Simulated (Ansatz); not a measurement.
`S[SiH2]Cl` + `C[NH][GeH2][Cl]` → `Cl[SiH2][NH][GeH2][Cl]` + CH₃SH  (formal exchange of groups at the Si–S bond)

Isolated molecules relaxed with PBE0-D4/def2-TZVP in Ansatz; ΔE leaves out vibrations. CBS: MP2 limit from def2 TZ/QZ plus the TZ coupled-cluster correction, frozen cores. This one scheme is used for every species. For Ge outer-core shells are correlated without core-valence functions, which leaves a few kJ/mol of doubt a bond. Scalar relativity is left out up to krypton. Each species was taken in one conformer, which may not be the lowest.

| level | ΔE (eV) |
| --- | --- |
| CCSD/def2-TZVPP | -0.37 |
| HF/CBS(def2) | -0.43 |

What does CCSD(T)/CBS give? (Estimate.)

Ansatz gave: -0.36 eV. The listed levels differ from it by -0.01, -0.07 eV.

Largest T1 diagnostic among the species: 0.010.

In def2-TZVPP, CCSD(T) changes the Hartree–Fock value by +0.06 eV (the triples alone add +0.01 eV) and MP2 by +0.05 eV. From PBE to PBE0 (25 % exact exchange), in def2-TZVPP and without D4, ΔE moves by −0.05 eV.
